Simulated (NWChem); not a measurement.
System: C$_{2}$H$_{2}$Br$_{2}$; SMILES Br/C=C\Br

Excerpt of the output:

```
             Northwest Computational Chemistry Package (NWChem) 7.3.0
             --------------------------------------------------------

 C2V symmetry detected

                             Geometry "geometry" -> ""
                             -------------------------

 Output coordinates in angstroms (scale by  1.889725989 to convert to a.u.)

  No.       Tag          Charge          X              Y              Z
 ---- ---------------- ---------- -------------- -------------- --------------
    1 Br                  35.0000    -1.70691150     0.00000000     0.28224810
    2 C                    6.0000    -0.66188752     0.00000000    -1.28055002
    3 C                    6.0000     0.66188752     0.00000000    -1.28055002
    4 Br                  35.0000     1.70691150     0.00000000     0.28224810
    5 H                    1.0000    -1.23305619     0.00000000    -2.19538340
    6 H                    1.0000     1.23305619     0.00000000    -2.19538340

 Effective nuclear repulsion energy (a.u.)     434.2552428616

      Symmetry information
      --------------------

 Group name             C2v
 Group number             16
 Group order               4
 No. of unique centers     3

                                Z-matrix (autoz)
                                --------

 Units are Angstrom for bonds and degrees for angles

      Type          Name      I     J     K     L     M      Value
      ----------- --------  ----- ----- ----- ----- ----- ----------
    1 Stretch                  1     2                       1.88000
    2 Stretch                  2     3                       1.32378
    3 Stretch                  2     5                       1.07850
    4 Stretch                  3     4                       1.88000
    5 Stretch                  3     6                       1.07850
    6 Bend                     1     2     3               123.77016
    7 Bend                     1     2     5               114.25158
    8 Bend                     2     3     4               123.77016
    9 Bend                     2     3     6               121.97825
   10 Bend                     3     2     5               121.97825
   11 Bend                     4     3     6               114.25158
   12 Torsion                  1     2     3     4           0.00000
   13 Torsion                  1     2     3     6         180.00000
   14 Torsion                  4     3     2     5         180.00000
   15 Torsion                  5     2     3     6           0.00000

                           NWChem Geometry Optimization
                           ----------------------------

 maximum gradient threshold         (gmax) =   0.000450
 rms gradient threshold             (grms) =   0.000300
 maximum cartesian step threshold   (xmax) =   0.001800
 rms cartesian step threshold       (xrms) =   0.001200
 fixed trust radius                (trust) =   0.300000
 source of zmatrix                         =   autoz

          -------------------
          Energy Minimization
          -------------------

 Using diagonal initial Hessian
 Scaling for Hessian diagonals: bonds = 1.00  angles = 0.25  torsions = 0.10

          --------
          Step   0

                                 NWChem DFT Module
                                 -----------------

 Summary of "ao basis" -> "ao basis" (spherical)
 ------------------------------------------------------------------------------
       Tag                 Description            Shells   Functions and Types
 ---------------- ------------------------------  ------  ---------------------
 Br                          6-31g*                 12       32   5s4p3d
 C                           6-31g*                  6       14   3s2p1d
 H                           6-31g*                  2        2   2s

      Symmetry analysis of basis
      --------------------------

        a1         34
        a2         14
        b1         34
        b2         14

[...]

      ----------------------
      Optimization converged
      ----------------------

  Step       Energy      Delta E   Gmax     Grms     Xrms     Xmax
  ---- ---------------- -------- -------- -------- -------- --------
@    3   -5225.12977393 -1.9D-06  0.00023  0.00010  0.00066  0.00150
                                     ok       ok       ok       ok

                                Z-matrix (autoz)
                                --------

 Units are Angstrom for bonds and degrees for angles

      Type          Name      I     J     K     L     M      Value     Gradient
      ----------- --------  ----- ----- ----- ----- ----- ---------- ----------
    1 Stretch                  1     2                       1.89255   -0.00023
    2 Stretch                  2     3                       1.32970   -0.00017
    3 Stretch                  2     5                       1.08424    0.00002
    4 Stretch                  3     4                       1.89255   -0.00023
    5 Stretch                  3     6                       1.08424    0.00002
    6 Bend                     1     2     3               126.30430    0.00005
    7 Bend                     1     2     5               113.18913    0.00000
    8 Bend                     2     3     4               126.30430    0.00005
    9 Bend                     2     3     6               120.50658   -0.00005
   10 Bend                     3     2     5               120.50658   -0.00005
   11 Bend                     4     3     6               113.18913    0.00000
   12 Torsion                  1     2     3     4           0.00000    0.00000
   13 Torsion                  1     2     3     6         180.00000   -0.00000
   14 Torsion                  4     3     2     5         180.00000    0.00000
   15 Torsion                  5     2     3     6           0.00000   -0.00000

                         Geometry "geometry" -> "geometry"
                         ---------------------------------

 Output coordinates in angstroms (scale by  1.889725989 to convert to a.u.)

  No.       Tag          Charge          X              Y              Z
 ---- ---------------- ---------- -------------- -------------- --------------
    1 Br                  35.0000    -1.78537868     0.00000000     0.26360283
    2 C                    6.0000    -0.66485192     0.00000000    -1.26156969
    3 C                    6.0000     0.66485192     0.00000000    -1.26156969
    4 Br                  35.0000     1.78537868     0.00000000     0.26360283
    5 H                    1.0000    -1.21525203     0.00000000    -2.19571846
    6 H                    1.0000     1.21525203     0.00000000    -2.19571846

 Effective nuclear repulsion energy (a.u.)     423.6329650897

      Symmetry information
      --------------------

 Group name             C2v
 Group number             16
 Group order               4
 No. of unique centers     3

[...]

 Rotational Constants
 --------------------
 A=   0.287065 cm-1  (  0.413014 K)
 B=   0.032229 cm-1  (  0.046369 K)
 C=   0.028976 cm-1  (  0.041689 K)

 Temperature                      =   298.15K
 frequency scaling parameter      =   1.0000

 Zero-Point correction to Energy  =   20.681 kcal/mol  (  0.032958 au)
 Thermal correction to Energy     =   23.569 kcal/mol  (  0.037560 au)
 Thermal correction to Enthalpy   =   24.162 kcal/mol  (  0.038504 au)

 Total Entropy                    =   74.756 cal/mol-K
   - Translational                =   41.547 cal/mol-K (mol. weight = 185.8486)
   - Rotational                   =   26.800 cal/mol-K (symmetry #  =        2)
   - Vibrational                  =    6.409 cal/mol-K

 Cv (constant volume heat capacity) =   14.307 cal/mol-K
   - Translational                  =    2.979 cal/mol-K
   - Rotational                     =    2.979 cal/mol-K
   - Vibrational                    =    8.348 cal/mol-K

[normal modes left out]

 ----------------------------------------------------------------------------
 Normal Eigenvalue ||           Projected Infra Red Intensities
  Mode   [cm**-1]  || [atomic units] [(debye/angs)**2] [(KM/mol)] [arbitrary]
 ------ ---------- || -------------- ----------------- ---------- -----------
    1       -0.000 ||    0.000167           0.004         0.163       0.115
    2        0.000 ||    0.000171           0.004         0.167       0.118
    3        0.000 ||    0.002149           0.050         2.095       1.475
    4        0.000 ||    0.000040           0.001         0.039       0.028
    5        0.000 ||    0.000118           0.003         0.116       0.081
    6        0.000 ||    0.000093           0.002         0.090       0.064
    7      105.395 ||    0.000029           0.001         0.028       0.020
    8      381.255 ||    0.000000           0.000         0.000       0.000
    9      468.903 ||    0.003640           0.084         3.549       2.498
   10      572.291 ||    0.010127           0.234         9.872       6.950
   11      688.812 ||    0.061695           1.423        60.143      42.342
   12      755.185 ||    0.073274           1.690        71.431      50.289
   13      894.251 ||    0.000000           0.000         0.000       0.000
   14     1196.984 ||    0.003091           0.071         3.013       2.121
   15     1296.419 ||    0.055377           1.278        53.984      38.006
   16     1650.438 ||    0.035830           0.827        34.929      24.591
   17     3221.347 ||    0.015625           0.360        15.232      10.724
   18     3242.351 ||    0.000843           0.019         0.822       0.578
 ----------------------------------------------------------------------------
```

Level: B3LYP/6-31G* (spherical d). This build's default masses of Se (78.918 u) and Br (79.917 u) are each other's, which moves their modes by up to 0.6 %.

### Question
Write an input that gives this output.

### Answer
One answer among several that fit: the input that was run:
```
start job
memory heap 200 mb stack 900 mb global 1100 mb
geometry units angstroms
  Br     1.672241     0.023545     0.411079
  C      0.352946    -1.295386     0.644090
  C     -0.907072    -1.150889     0.264807
  Br    -1.577164     0.396186    -0.567028
  H      0.706594    -2.196593     1.119393
  H     -1.640751    -1.927390     0.412844
end
basis spherical
  * library 6-31g*
end
dft
  xc b3lyp
  iterations 150
end
driver
  maxiter 120
end
task dft optimize
task dft freq
```
